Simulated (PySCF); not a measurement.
FH8NSi3, SMILES N[SiH2][SiH2][SiH2]F.

Geometry optimised at PBE-D3(BJ)/def2-SVP. The structure was generated by enumeration, and PubChem lists no compound with its InChIKey, so it may never have been made. One conformer was computed; it need not be the lowest.

Two levels are set side by side: TDA-PBE/def2-SVPD (PySCF) and TDA-B3LYP/def2-SVPD (PySCF). Vertical, same geometry. The lowest singlet is HOMO→LUMO 98 % with PBE and HOMO→LUMO 95 % with the other functional; states are paired by order. Differences are taken from unrounded values.

```tsv
quantity	TDA-PBE
lowest singlet excitation (eV)	4.84
lowest triplet excitation (TDA) (eV)	4.54
```

These are the TDA-PBE values. What does TDA-B3LYP give? (An estimate is asked for; the answer gives what the named calculation found.)


```tsv
quantity	TDA-B3LYP	TDA-PBE minus TDA-B3LYP
lowest singlet excitation (eV)	5.42	-0.58
lowest triplet excitation (TDA) (eV)	5.03	-0.49
```

A lower first singlet is the usual sign of a functional without exact exchange. Differences between two approximate levels are no errors against the true value.

Rough cost on one machine, each run with all the roots and properties that it gave: TDA-B3LYP against TDA-PBE about 2 times.
